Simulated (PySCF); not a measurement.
**Se²⁺ (selenium, charge +2) across methods**

[Ar] 3d10 4s2 4p2, high-spin 3P determinant. Calculation: PySCF 2.14, in aug-cc-pVTZ-DK; scalar relativity by spin-free X2C-1e. The B2PLYP total includes its PT2 part (frozen core); its orbital energies are those of the SCF part.

```
method  E (hartree)  mean ε 4s α (eV)  mean ε 4s β (eV)  mean ε 4p α (eV)  Σ⟨r²⟩ (bohr²)   ⟨S²⟩
   PBE    -2428.347           -38.410           -36.344           -26.276          23.89  2.001
M06-2X    -2428.793           -41.919           -37.623           -28.931          24.01  2.004
r2SCAN    -2428.644           -39.187           -36.498           -26.799          23.82  2.004
 wB97X    -2428.739           -43.156           -40.584           -30.073          23.83  2.002
B2PLYP    -2428.249           -42.427           -38.653           -29.014          23.97  2.004
   UHF  -2426.98666           -45.810           -39.858           -31.447          24.10  2.008
 HSE06    -2428.388           -40.062           -37.309           -27.320          23.89  2.002
   LDA    -2425.071           -38.609           -36.793           -26.314          23.84  2.001
  PBE0    -2428.393           -40.492           -37.558           -27.765          23.88  2.002
```
